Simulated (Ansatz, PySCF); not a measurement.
Torsion H3–Si1–S2–H6 in H4SSi (SMILES [SiH3]S); at each angle all else is relaxed with GFN2-xTB, and the levels are single points there.
Geometry at 60° (charge 0, multiplicity 1):
```csv
atom,x (Å),y (Å),z (Å)
Si,-0.5979,-0.0452,-0.0236
S,1.4288,-0.2844,-0.6909
H,-0.7362,-0.7611,1.2381
H,-1.4713,-0.6060,-1.0465
H,-0.7330,1.3925,0.1177
H,1.4148,-1.6063,-0.7752
```

On the grid 0° to 120°, 0° is the highest and 60° the lowest point at MP2/CBS(cc-pV(T+d)Z, cc-pV(Q+d)Z) + ΔCCSD(T)/cc-pV(T+d)Z.

Correlated levels freeze the cores. CBS: X⁻³ extrapolation of the correlation energy, Hartree–Fock from the larger set.

Codes used: Ansatz (Gaussian basis) for Hartree–Fock, density functionals and correlated methods; PySCF for the dispersion terms. Each number belongs to the level named beside it.

PBE/def2-TZVPP gives 0.88 kcal/mol for the energy at 0° less that at 60°.

### Question
How do the other levels lie against it? Give each less PBE: PBE-D3(BJ)/def2-TZVPP, r2SCAN/def2-TZVPP, PBE0/def2-TZVPP, wB97M-V/def2-TZVPP, MP2/CBS(cc-pV(T+d)Z, cc-pV(Q+d)Z), MP2/CBS(cc-pV(T+d)Z, cc-pV(Q+d)Z) + ΔCCSD(T)/cc-pV(T+d)Z.

### Answer
PBE-D3(BJ)/def2-TZVPP 0.00; r2SCAN/def2-TZVPP 0.05; PBE0/def2-TZVPP 0.02; wB97M-V/def2-TZVPP 0.01; MP2/CBS(cc-pV(T+d)Z, cc-pV(Q+d)Z) 0.03; MP2/CBS(cc-pV(T+d)Z, cc-pV(Q+d)Z) + ΔCCSD(T)/cc-pV(T+d)Z 0.00 kcal/mol. 5 of 6 lie above PBE; the widest gap is to r2SCAN/def2-TZVPP.

Ansatz is an electronic-structure program.
